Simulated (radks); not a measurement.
Tb2+, 63 electrons, occupied as [Xe] 4f8 6p1 (not the ground configuration). Method: Dirac Kohn-Sham, LDA (Slater exchange, Perdew-Wang correlation), spin-unpolarised, spherical densities, point nucleus; open shells fill j = l - 1/2 first; computed with a radial shooting solver on a logarithmic mesh with Libxc functionals.

Radial electron density D(r) = 4 pi r^2 rho(r):

r (bohr),D(r) (e/bohr)
0.002265,15.96
0.00307,24.55
0.004194,36.73
0.005684,51.71
0.007765,68.51
0.01052,82.45
0.01438,89.07
0.01949,85.83
0.02662,79.12
0.03608,83.18
0.04929,102.7
0.0668,115.2
0.09126,100.2
0.1237,87.08
0.169,100.5
0.229,88.99
0.3128,49.55
0.424,47.80
0.5792,48.52
0.785,26.92
1.072,14.19
1.453,8.847
1.986,3.343
2.691,0.8431
3.676,0.3944
4.982,0.1733
6.807,0.02484
9.225,0.0008934

D(r) has 4 maxima, at r = 0.0150, 0.0663, 0.185, 0.506 bohr, and minima at 0.0288, 0.121, 0.361 bohr, inside which lie 2.01, 11.13, 29.37 electrons.
